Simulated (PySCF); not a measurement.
Species: C₃H₉FO₂Si.
Geometry (PBE0-D3(BJ)/def2-SVP, Å), atoms numbered from 1 in this order:
```xyz
16
C3H9FO2Si angstrom
C     -1.7130   -1.2763   -0.1494
C     -0.5117   -0.3840   -0.3891
C     -0.8929    1.0787   -0.3091
F      0.1942    1.8678   -0.6565
O      0.4758   -0.6879    0.5613
Si     2.0670   -0.1744    0.5369
O      2.2747    1.3479    1.1526
H     -2.4884   -1.1252   -0.9150
H     -1.3962   -2.3283   -0.1747
H     -2.1473   -1.0795    0.8427
H     -0.1200   -0.5615   -1.4120
H     -1.7137    1.3130   -1.0059
H     -1.1917    1.3393    0.7193
H      2.5333   -0.2670   -0.8809
H      2.8008   -1.0870    1.4423
H      1.8096    2.0252    0.6473
```

Computed with TDDFT CAM-B3LYP/def2-SVPD, vertical, gas phase, core orbitals frozen in the response (PySCF).

Ground-to-excited transition dipoles (e·a0, same axes as the geometry; the sign carries no meaning), for the states with f of 0.002 or more among the lowest 5:

```tsv
state	E (hartree)	μx	μy	μz
S1	0.2953	-0.148	0.125	0.090
S2	0.3015	0.317	0.022	0.203
S3	0.3056	-0.085	-0.414	-0.130
S4	0.3083	-0.265	-0.007	-0.231
S5	0.3211	0.055	0.074	0.214
```

Q: What oscillator strength does each state have?

A: f = (2/3) ΔE |μ|² with ΔE in hartree (27.2114 eV).

```tsv
state	|μ|² (au)	|μ| (D)	f
S1	0.046	0.54	0.009
S2	0.142	0.96	0.029
S3	0.195	1.12	0.040
S4	0.123	0.89	0.025
S5	0.054	0.59	0.012
```

Q: Which bond between heavy atoms lies closest to the direction of the S3 transition dipole?

A: Si6–O7, at 6° from it; next C2–C3 at 29°.

Q: What angle do the transition dipoles of S2 and S4 make?

A: |cos θ| = |μa·μb| / (|μa| |μb|) = 0.99, so θ ≈ 9° (taken between 0 and 90°, since the signs are arbitrary).

Q: How is the summed strength of these states shared among x, y and z?

A: (2/3) Σ ΔE μα² gives 0.041 for x, 0.039 for y and 0.034 for z, 0.114 in all.

Q: What peak molar absorption coefficient would the strongest computed level give as a lone Gaussian band 0.5 eV wide at half height?

A: ε(max) = 2.175×10⁸ f / FWHM, with the width in cm⁻¹. S3: 2.175×10⁸ × 0.0398 / 4033 ≈ 2100 L mol⁻¹ cm⁻¹.

One conformer stands for the species.

Without π bonds the low states may be Rydberg-like; a valence basis with one diffuse set may place them up to an eV too high.
